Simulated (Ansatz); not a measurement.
Program: Ansatz. Geometries: PBE0-D4/def2-TZVP. ΔE: electronic, gas phase. CCSD(T)/CBS is the MP2 limit (def2-TZVPP, def2-QZVPP) plus CCSD(T) − MP2 in def2-TZVPP, frozen cores. This one scheme is used for every species, atoms too. Functionals use def2-TZVPP. B3LYP here is the variant with VWN-RPA as its local correlation; programs differ in this. No spin–orbit coupling; open shells (•) take unrestricted orbitals. Spin–orbit coupling would lower the free atoms: a little for B, C, O, Si. Each species was taken in one conformer, which may not be the lowest.

Consider the atomization: `B[Si]1(O)CN1` → B• + C• + 6 H• + N• + O• + Si•.

```
           level  ΔE (kcal/mol)  difference from CCSD(T)/CBS
       r2SCAN-D4          955.3                          4.8
        B3LYP-D4          953.7                          3.2
      r2SCANh-D4          948.1                         -2.4
         ωB97X-V          956.9                          6.4
         ωB97M-V          956.6                          6.1
          B2PLYP          942.2                         -8.3
            BLYP          942.9                         -7.6
         r2SCANh          946.8                         -3.7
         LC-ωPBE          950.9                          0.4
     HF/def2-SVP          667.7                       -282.8
CCSD(T)/def2-SVP          879.5                        -71.0
   HF/def2-TZVPP          672.2                       -278.3
  MP2/def2-TZVPP          940.3                        -10.2
  MP2/def2-QZVPP          957.5                          7.0
    HF/CBS(def2)          674.5                       -276.0
  CCSD/CBS(def2)          935.3                        -15.2
     CCSD(T)/CBS          950.5                            0
```

Task: What do rigid-rotor, harmonic-oscillator terms from PBE0-D4/def2-TZVP frequencies (298.15 K, 1 bar) make of the CCSD(T)/CBS value? (Estimate.)

Result: The calculation gave: ΔZPE = -48.3 kcal/mol, ΔH = +913.3 kcal/mol, ΔS = 1143 J/(mol·K), ΔG = +831.9 kcal/mol. Open shells count their whole term as degenerate.

Largest T1 diagnostic among the species: 0.014.

In def2-TZVPP, CCSD(T) changes the Hartree–Fock value by +249.6 kcal/mol (the triples alone add +15.2 kcal/mol) and MP2 by +268.2 kcal/mol; breaking electron pairs costs correlation energy, which Hartree–Fock lacks. From BLYP to BHLYP (50 % exact exchange), in def2-TZVPP and without D4, ΔE moves by −26.2 kcal/mol: exact exchange takes away binding that semilocal exchange gives to molecules. Leaving LDA and LC-ωPBE aside and taking each functional with its dispersion term where it has one, the values, not all of them listed here, spread over 50.5 kcal/mol, from BHLYP-D4 to PBE-D4. LDA lies +127.6 kcal/mol from PBE without D4, its usual overbinding.

For atomizations the MP2-based limit and the directly extrapolated one differ by several kJ/mol either way, and by 10 to 25 for some Ge, Se and Sn compounds, so smaller differences from it don't rank the levels.
